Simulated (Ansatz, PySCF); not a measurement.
C₃H₇Si, SMILES C1[SiH]CC1, multiplicity 2. Atoms are numbered in the order given.

```xyz
11

C      1.2446    -0.2493     0.0000
C      0.3581     0.1519     1.2089
Si    -1.1123    -0.0011     0.0000
C      0.3581     0.1519    -1.2089
H      1.4018    -1.3397     0.0000
H      2.2428     0.2240     0.0000
H      0.5357     1.1967     1.5088
H      0.4200    -0.4863     2.1014
H     -1.6947    -1.3921     0.0000
H      0.4200    -0.4863    -2.1014
H      0.5357     1.1967    -1.5088
```
Charge 0, spin multiplicity 2.

The structure is a stationary point at PBE0-D3(BJ)/def2-SVP. The isomer is the one that the SMILES or the coordinates give; other isomers of the formula were not compared.

Two levels are set side by side: PBE-D3(BJ)/def2-SVP (Ansatz, a quantum-chemistry and plane-wave program) and PBE0-D3(BJ)/def2-SVP (Ansatz). Each level has its own optimised geometry; the coordinates shown are those of the second. Frequencies come from the Hessian of PySCF at each geometry. Differences are taken from unrounded values.

```
quantity                            PBE0-D3(BJ)
----------------------------------  -----------
mean bond length (Å)                      1.367
bond C1–C2 (Å)                            1.552
bond C1–C4 (Å)                            1.552
bond C2–Si3 (Å)                           1.910
bond Si3–C4 (Å)                           1.910
bond C1–H5 (Å)                            1.102
bond C1–H6 (Å)                            1.105
bond C2–H7 (Å)                            1.101
bond C2–H8 (Å)                            1.099
bond Si3–H9 (Å)                           1.508
bond C4–H10 (Å)                           1.099
bond C4–H11 (Å)                           1.101
highest harmonic wavenumber (cm⁻¹)         3169
mean harmonic wavenumber (cm⁻¹)            1459
zero-point energy (kcal/mol)              56.32
```

**Question.** What does PBE-D3(BJ) give, and how far is it from PBE0-D3(BJ)? (Estimate from the structure and the level; the computed values follow.)

**Answer.** 
```json
[
 {"quantity": "mean bond length (Å)", "PBE-D3(BJ)": "1.377", "PBE-D3(BJ) minus PBE0-D3(BJ)": "0.010"},
 {"quantity": "bond C1–C2 (Å)", "PBE-D3(BJ)": "1.561", "PBE-D3(BJ) minus PBE0-D3(BJ)": "0.009"},
 {"quantity": "bond C1–C4 (Å)", "PBE-D3(BJ)": "1.561", "PBE-D3(BJ) minus PBE0-D3(BJ)": "0.009"},
 {"quantity": "bond C2–Si3 (Å)", "PBE-D3(BJ)": "1.927", "PBE-D3(BJ) minus PBE0-D3(BJ)": "0.017"},
 {"quantity": "bond Si3–C4 (Å)", "PBE-D3(BJ)": "1.927", "PBE-D3(BJ) minus PBE0-D3(BJ)": "0.017"},
 {"quantity": "bond C1–H5 (Å)", "PBE-D3(BJ)": "1.110", "PBE-D3(BJ) minus PBE0-D3(BJ)": "0.008"},
 {"quantity": "bond C1–H6 (Å)", "PBE-D3(BJ)": "1.114", "PBE-D3(BJ) minus PBE0-D3(BJ)": "0.009"},
 {"quantity": "bond C2–H7 (Å)", "PBE-D3(BJ)": "1.109", "PBE-D3(BJ) minus PBE0-D3(BJ)": "0.008"},
 {"quantity": "bond C2–H8 (Å)", "PBE-D3(BJ)": "1.107", "PBE-D3(BJ) minus PBE0-D3(BJ)": "0.008"},
 {"quantity": "bond Si3–H9 (Å)", "PBE-D3(BJ)": "1.522", "PBE-D3(BJ) minus PBE0-D3(BJ)": "0.014"},
 {"quantity": "bond C4–H10 (Å)", "PBE-D3(BJ)": "1.107", "PBE-D3(BJ) minus PBE0-D3(BJ)": "0.008"},
 {"quantity": "bond C4–H11 (Å)", "PBE-D3(BJ)": "1.109", "PBE-D3(BJ) minus PBE0-D3(BJ)": "0.008"},
 {"quantity": "highest harmonic wavenumber (cm⁻¹)", "PBE-D3(BJ)": "3080", "PBE-D3(BJ) minus PBE0-D3(BJ)": "-89"},
 {"quantity": "mean harmonic wavenumber (cm⁻¹)", "PBE-D3(BJ)": "1411", "PBE-D3(BJ) minus PBE0-D3(BJ)": "-49"},
 {"quantity": "zero-point energy (kcal/mol)", "PBE-D3(BJ)": "54.45", "PBE-D3(BJ) minus PBE0-D3(BJ)": "-1.87"}
]
```

GGA bonds tend to be longer and softer than those of functionals with exact exchange. Differences between two approximate levels are no errors against the true value.
